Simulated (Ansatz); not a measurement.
Name a neutral molecule of C, I, N, O, Si and H with size of the dipole moment (ωB97M-V/def2-TZVPP) between 2.60 and 2.90 D and HOMO energy (PBE0/def2-TZVPP) between -7.35 and -7.05 eV (Ansatz, PBE0-D4/def2-TZVP geometry).

`N[Si]1(I)CO1` (2.69 D, -7.26 eV). Other molecules can fit too; these were computed, each in one conformer that needn't be the lowest.
